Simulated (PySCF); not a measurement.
Input of a run on `C=CCO[SiH2]OC(C)=O`: the job's settings, then the atoms in Å.
```
{"job": {"kind": "nmr", "xc": "PBE0", "basis": "pcSseg-1", "solvent": "cyclohexane", "pop": true}, "charge": 0, "multiplicity": 1}
C     -4.100242     1.118055    -0.432385
C     -3.056267     0.505110     0.122995
C     -2.071509    -0.333400    -0.624995
O     -0.762744     0.061749    -0.295951
Si     0.627901    -0.757958    -0.645336
O      1.727340    -0.013889     0.430837
C      2.983927    -0.467510     0.378735
C      3.902542     0.232260     1.330056
O      3.298724    -1.356781    -0.375186
H     -4.287541     1.064802    -1.510131
H     -4.810046     1.694866     0.165928
H     -2.876041     0.581585     1.201803
H     -2.253617    -0.242389    -1.712392
H     -2.227089    -1.399701    -0.359507
H      1.059773    -0.518238    -2.045499
H      0.465579    -2.200997    -0.322043
H      4.913326    -0.181372     1.248177
H      3.910340     1.309329     1.107623
H      3.524535     0.119206     2.356688
```

Method: GIAO PBE0/pcSseg-1 NMR shielding, non-relativistic, IEF-PCM cyclohexane (PySCF, density fitting); geometry PBE0-D3(BJ)/def2-SVP, gas phase, not relaxed in the solvent; ε = 2.017, cavity from Bondi-type radii × 1.2.

Problem. Give the output.

Solution. 
```
coarse grid: 16512 points
cycle   1  E = -710.8156721118  dE =  1.230e+00  |g| = 1.111e+00  |ddm| = 3.851e+00
cycle   2  E = -710.4568500448  dE =  3.588e-01  |g| = 1.797e+00  |ddm| = 1.907e+00
cycle   3  E = -711.0309319217  dE = -5.741e-01  |g| = 2.314e-01  |ddm| = 1.300e+00
cycle   4  E = -711.0398345322  dE = -8.903e-03  |g| = 9.428e-02  |ddm| = 1.909e-01
cycle   5  E = -711.0412246286  dE = -1.390e-03  |g| = 2.764e-02  |ddm| = 6.472e-02
cycle   6  E = -711.0413854391  dE = -1.608e-04  |g| = 4.725e-03  |ddm| = 2.231e-02
cycle   7  E = -711.0413888043  dE = -3.365e-06  |g| = 2.108e-03  |ddm| = 3.912e-03
final grid: 155312 points
cycle   8  E = -711.1251896924  dE = -1.413e-05  |g| = 1.483e-02  |ddm| = 2.318e-02
cycle   9  E = -711.1251347129  dE =  5.498e-05  |g| = 2.308e-02  |ddm| = 2.255e-02
cycle  10  E = -711.1252282484  dE = -9.354e-05  |g| = 2.150e-03  |ddm| = 1.442e-02
cycle  11  E = -711.1252291293  dE = -8.809e-07  |g| = 4.746e-04  |ddm| = 1.479e-03
cycle  12  E = -711.1252291672  dE = -3.786e-08  |g| = 1.431e-04  |ddm| = 4.011e-04
cycle  13  E = -711.1252291712  dE = -4.070e-09  |g| = 3.032e-05  |ddm| = 1.154e-04
cycle  14  E = -711.1252291714  dE = -1.523e-10  |g| = 1.427e-05  |ddm| = 3.042e-05
converged SCF energy = -711.1252291714

GIAO shielding tensors (ppm)
atom      isotropic    diamagn.    paramagn.     s11        s22        s33       span
  0 C       60.843     252.502    -191.659    -52.639     75.494    159.673    212.312
  1 C       37.282     255.500    -218.217    -84.038     47.544    148.340    232.378
  2 C      116.506     241.419    -124.913     94.143    106.664    148.710     54.567
  3 O      295.105     405.167    -110.062    256.785    287.855    340.675     83.890
  4 Si     371.559     883.783    -512.225    352.605    364.495    397.576     44.971
  5 O      109.622     407.042    -297.420    -29.443    139.122    219.186    248.629
  6 C        4.772     247.998    -243.226    -93.563     35.161     72.718    166.281
  7 C      161.812     246.955     -85.143    141.086    151.520    192.830     51.744
  8 O     -127.716     404.963    -532.679   -365.657   -238.564    221.074    586.731
  9 H       25.722      29.281      -3.558     22.521     25.172     29.474      6.953
 10 H       25.823      26.687      -0.864     23.042     24.936     29.492      6.450
 11 H       24.925      31.472      -6.547     22.481     24.179     28.116      5.635
 12 H       27.135      30.915      -3.780     22.847     26.449     32.109      9.262
 13 H       26.754      29.835      -3.081     22.514     26.938     30.811      8.296
 14 H       26.078      32.246      -6.168     22.379     25.161     30.693      8.314
 15 H       26.090      32.332      -6.242     22.926     25.202     30.143      7.217
 16 H       29.521      24.110       5.411     25.506     27.828     35.230      9.724
 17 H       28.919      27.603       1.316     25.377     28.053     33.328      7.951
 18 H       28.923      27.773       1.149     25.314     28.108     33.346      8.033
```

The cycles run first on a coarse grid and then on the final one, and are numbered through; the first dE on the final grid is taken against the last density's energy on that grid. The program numbers atoms from 0. Energies include the polarisation term of the continuum.

Problem. The same input without solvent ends at -711.120825 Eh. What does the continuum change?

Solution. The energy falls by 0.004404 Eh, 11.56 kJ/mol; the polarisation term alone is -12.12 kJ/mol. HOMO -7.74 → -7.69 eV, LUMO -0.04 → 0.00 eV, dipole 1.48 → 1.59 D. The SCF took 14 cycles in the solvent and 14 in the gas phase.

Hardware: an Arm Neoverse V1 with one thread, no GPU, shared host. Cost: 36 s wall, 1.2 GiB resident at most. This is the whole shielding run at PBE0/pcSseg-1 in cyclohexane, SCF included.
